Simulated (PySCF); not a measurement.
Vertical excitations of a molecule F2H5NSi2 from PySCF with TDA-PBE/def2-SVPD, as energy in eV (oscillator strength): 6.17 (0.007), 6.77 (0.017), 7.17 (0.005), 7.20 (0.008), 7.38 (0.001), 7.71 (0.003), 7.89 (0.005), 8.02 (0.060), 8.23 (0.108), 8.28 (0.016). Lowest triplet (TDA): 5.85 eV. Geometry: TPSSh-D3(BJ)/def2-SVP. The values are those of a single conformer.

Question: Which structure fits?
(A) F[SiH](F)N[SiH3]
(B) N[SiH2][SiH](F)F
(C) N[Si@@H](F)[SiH2]F
(D) F[SiH2]N[SiH2]F

Answer: A, F[SiH](F)N[SiH3]
